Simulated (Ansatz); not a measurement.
Basis-set extrapolation for FH5O3Si2, SMILES `O[Si](O)(F)O[SiH3]` (PBE0-D4/def2-TZVP geometry, frozen core, Ansatz 0.2.0). Multiplicity 1, RHF reference.

```tsv
	def2-TZVPP	def2-QZVPP
HF	-905.282764	-905.318615
MP2 correlation	-1.194372	-1.297058
CCSD(T) correlation	-1.262051	not run
```

Energies in hartree. Use E(X) = E(∞) + A·exp(−7.88·√X) for Hartree–Fock and E(X) = E(∞) + B·X^(−2.97) for correlation, with X = 3 and 4, and add CCSD(T) minus MP2 of the smaller set to the MP2 limit.

Q: What is the CCSD(T) energy at the basis-set limit?

A: HF limit: -905.318615 + (-0.035851) × 0.13774 = -905.32355. MP2 limit: -1.297058 + (-0.102686) × 0.74074 = -1.37312. Higher-order term: -1.262051 − (-1.194372) = -0.06768. Total: -906.76435 hartree, 137.8 kcal/mol below CCSD(T)/def2-TZVPP.
